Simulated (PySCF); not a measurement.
I²⁺: excitation energy

I²⁺ [Kr] 4d10 5s2 5p3 (4S) → I²⁺ [Kr] 4d10 5s1 5p4 (4P), as a difference of total energies. Computed with PySCF 2.14 in x2c-QZVPPall (13s9p7d4f1g, 112 functions), with the spin-free X2C one-electron Hamiltonian (Gaussian nucleus). Correlated levels: valence: [Kr] 4d10 frozen; valence and next inner shell: [Ar] 3d10 frozen. The calculations carry no spin-orbit coupling.

| method | excitation energy (eV) |
| --- | --- |
| UHF | 11.111 |
| LDA | 11.580 |
| PBE | 11.429 |
| PBE0 | 11.396 |
| r2SCAN | 11.156 |
| PW91 | 11.442 |
| r2SCANh | 11.176 |
| B2PLYP | 11.299 |
| ROHF | 11.182 |
| MP2 (valence) | 11.041 |
| SCS-MP2 (valence) | 11.027 |
| MP2 (valence and next inner shell) | 11.452 |
| SCS-MP2 (valence and next inner shell) | 11.351 |

**Question.** How much does correlation contribute at MP2 (valence and next inner shell)?

**Answer.** 11.452 − (11.111) = 0.341 eV, measured against UHF.

A first-order spin-orbit estimate (lowest level to lowest level, LS coupling) adds -0.391 eV.
